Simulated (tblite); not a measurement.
C2H11NSi2.
Z-matrix (Å and degrees, GFN2-xTB geometry), rows numbered from 1:
```
N 
C   1  1.4541
C   2  1.5288  1  111.03
Si  3  1.9047  2  110.23  1  -165.88
Si  3  1.9064  2  112.44  1    67.63
H   1  1.0143  2  110.19  3   -64.00
H   1  1.0145  2  110.39  3   177.05
H   2  1.0961  1  106.46  3  -119.65
H   2  1.1052  1  113.00  3   123.06
H   3  1.0951  2  106.60  1   -49.64
H   4  1.4630  3  109.54  2   177.80
H   4  1.4657  3  110.10  2   -61.66
H   4  1.4663  3  109.62  2    57.83
H   5  1.4673  3  109.13  2    53.27
H   5  1.4681  3  111.95  2   -66.53
H   5  1.4630  3  109.55  2   173.37
```

Calculated harmonic vibrations of the isolated species, GFN2-xTB (tblite), most abundant isotopes, no scaling. This tight-binding method is rough: wavenumbers can miss measured ones by several per cent, in bad cases by 10 to 20. Modes of hydrogen on silicon can be 10 to 20 % off. One conformer, not necessarily the lowest.

Harmonic wavenumbers (cm⁻¹): 64.7, 114.9, 117.8, 184.2, 201.7, 243.1, 302.8, 369.2, 508.8, 516.5, 522.5, 564.5, 676.6, 770.1, 784.3, 786.2, 792.1, 804.0, 815.9, 831.4, 905.8, 964.8, 1032.2, 1090.5, 1128.4, 1164.2, 1222.3, 1300.5, 1373.4, 1502.9, 1561.7, 2218.2, 2229.0, 2238.6, 2246.2, 2258.8, 2273.0, 2793.1, 2922.4, 2927.1, 3386.1, 3417.4.

A = 3193, B = 2193, C = 1396 MHz; mass 105.043 u (most abundant isotopes); point group C1, symmetry number 1.

Task: What is the zero-point energy?

Result: ½Σν̃ = 26064 cm⁻¹ = 74.52 kcal/mol.

Task: Entropy at 273.15 K, 1 bar (ideal gas, RRHO, classical rotation)?

Result: Translation 39.46, rotation 27.63, vibration 21.78: S = 88.9 cal/(mol K).

Task: And Cp and H(273.15 K) − H(0)?

Result: Cp = 33.04 cal/(mol K), of which vibrations give 25.10 (their classical limit is 42 R = 83.5); H(273.15 K) − H(0) = 5.50 kcal/mol without the zero-point energy, 3.33 from vibrations.

Task: What must be added to the electronic energy to get the Gibbs energy at 273.15 K and 1 bar?

Result: ZPE + [H(273.15 K) − H(0)] − T·S = 74.52 + 5.50 − 24.27 = 55.75 kcal/mol.

Task: How do the functions run with temperature in this model?

Result: 
| T (K) | S (cal/(mol K)) | Cp (cal/(mol K)) | H − H(0) (kcal/mol) | G − H(0) (kcal/mol) | ln q(vib) |
| --- | --- | --- | --- | --- | --- |
| 150 | 72.9 | 21.5 | 2.14 | -8.79 | 2.13 |
| 250 | 86.0 | 30.9 | 4.76 | -16.75 | 4.32 |
| 298.15 | 91.9 | 35.3 | 6.35 | -21.04 | 5.40 |
| 400 | 103.4 | 43.7 | 10.39 | -30.99 | 7.70 |
| 600 | 123.6 | 55.8 | 20.42 | -53.75 | 12.17 |
| 900 | 148.7 | 67.6 | 39.08 | -94.72 | 18.44 |

q(vib) and H(0) count from the zero-point level.

Task: Which modes carry the vibrational entropy at 273.15 K?

Result: 64.7 cm⁻¹: 4.14; 114.9 cm⁻¹: 3.02; 117.8 cm⁻¹: 2.97; 184.2 cm⁻¹: 2.12; 201.7 cm⁻¹: 1.96; 243.1 cm⁻¹: 1.63 cal/(mol K); the other 36 give 5.95 together.

Task: Blend soft modes into free rotors: weight 1/[1 + (100 cm⁻¹/ν̃)⁴] for the oscillator and the rest for a rotor with moment μB/(μ + B), μ = h/(8π²ν), B = 10⁻⁴⁴ kg m². What vibrational entropy results?

Result: 20.75 cal/(mol K) in place of 21.78, which changes −T·S at 273.15 K by +0.28 kcal/mol.

Hindered rotation and anharmonicity are outside this model. Other conformers, if any are populated, would add a mixing term that is left out. The structure is chiral; the term R ln 2 for an equal mix with its mirror image is left out.
